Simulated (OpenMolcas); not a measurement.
## Levels of Pd VII by method

* Program: OpenMolcas
* Basis: ANO-RCC-VTZP [7s6p4d2f1g]
* Scalar Hamiltonian: DKH2, point nucleus
* Active space: 4 electrons in 5 orbitals (4d)
* State averaging: 2S+1 = 5 even, 5 roots; 2S+1 = 3 even, 45 roots kept (CI in the orbitals of an earlier block); 2S+1 = 1 even, 50 roots kept (CI in the orbitals of an earlier block)
* Spin-orbit coupling: RASSI with atomic mean-field integrals over the reference wave functions, term energies averaged over their components

Methods on the same reference wave functions:
A. CASSCF
B. SS-CASPT2, IPEA 0.25 Eh, imaginary shift 0.1 Eh (closed shells correlated: 4s 4p)
C. MS-CASPT2, IPEA 0.25 Eh, imaginary shift 0.1 Eh (closed shells correlated: 4s 4p)

Energies in cm⁻¹ above 4d⁴ ⁵D₀.

```json
{"Level": "4d⁴ ⁵D₀", "A": "0.0", "B": "0.0", "C": "0.0"}
{"Level": "4d⁴ ⁵D₁", "A": "900", "B": "986", "C": "985"}
{"Level": "4d⁴ ⁵D₂", "A": "2323", "B": "2460", "C": "2460"}
{"Level": "4d⁴ ⁵D₃", "A": "4021", "B": "4160", "C": "4150"}
{"Level": "4d⁴ ⁵D₄", "A": "5873", "B": "5970", "C": "5970"}
{"Level": "4d⁴ ³P₀(1)", "A": "23263", "B": "19990", "C": "19990"}
{"Level": "4d⁴ ³H₄ [71 %]", "A": "24145", "B": "22100", "C": "22090"}
{"Level": "4d⁴ ³H₅", "A": "26198", "B": "24380", "C": "24380"}
{"Level": "4d⁴ ³P₁(1)", "A": "27397", "B": "24220", "C": "24210"}
{"Level": "4d⁴ ³H₆", "A": "27706", "B": "26010", "C": "26010"}
{"Level": "4d⁴ ³F₂(1)", "A": "29089", "B": "25950", "C": "25970"}
{"Level": "4d⁴ ³F₄(1) [56 %]", "A": "29833", "B": "27080", "C": "27070"}
{"Level": "4d⁴ ³P₂(1)", "A": "32683", "B": "29220", "C": "29210"}
{"Level": "4d⁴ ³G₄ [63 %]", "A": "33618", "B": "30370", "C": "30350"}
{"Level": "4d⁴ ³G₅", "A": "35011", "B": "32020", "C": "32020"}
{"Level": "4d⁴ ¹I₆", "A": "39331", "B": "36830", "C": "36830"}
{"Level": "4d⁴ ³D₃", "A": "39872", "B": "34460", "C": "34450"}
{"Level": "4d⁴ ³D₂ [74 %]", "A": "40499", "B": "35400", "C": "35400"}
{"Level": "4d⁴ ³D₁", "A": "41497", "B": "36170", "C": "36170"}
{"Level": "4d⁴ ¹G₄(1)", "A": "43254", "B": "39570", "C": "39560"}
{"Level": "4d⁴ ¹S₀(1)", "A": "47969", "B": "41650", "C": "41640"}
{"Level": "4d⁴ ¹D₂(1)", "A": "50180", "B": "45140", "C": "45140"}
{"Level": "4d⁴ ¹F₃", "A": "55292", "B": "48590", "C": "48590"}
{"Level": "4d⁴ ³P₂(2)", "A": "63344", "B": "55190", "C": "55200"}
```

Between B and C the level of the table that moves most is 4d⁴ ³F₂(1), by 20 cm-1 (lowest in B, highest in C). Moves below CASPT2's spread within the term are not significant.

From A to B the spin-free energies of the other terms of 4d⁴ shown, above ⁵D, scale by factors of 0.84 to 0.92, as is usual when dynamic correlation screens the repulsion within a d or f shell.

The lowest spin-free term lies below A's lowest term by 0.327 hartree in B, 0.327 hartree in C.

Term energies are means over components that CASPT2 splits; among the terms shown or strongly mixed into the levels shown the widest spread is 1500 cm-1 (4d⁴ ¹I, C). Terms from blocks run as CI alone lack orbitals of their own. Without dynamic correlation excited terms often stand tens of per cent too high (terms of higher spin than the ground term too low), and those without a measured partner can miss by more than the paired ones (holds for A). The CASPT2 spread within a term exceeds the gap to the next term for 4d⁴ ³D and 4d⁴ ¹I, 4d⁴ ¹I and 4d⁴ ¹G(1), so the order of their levels is uncertain (holds for C). Only configurations of the active space appear. The table leaves out levels that lie high or whose names do not pair safely across all columns.

A share in square brackets marks a mixed level and gives the weight of the term that names it, the lowest over the columns. A number in round brackets counts repeated terms of one configuration in the order of the reference energies.
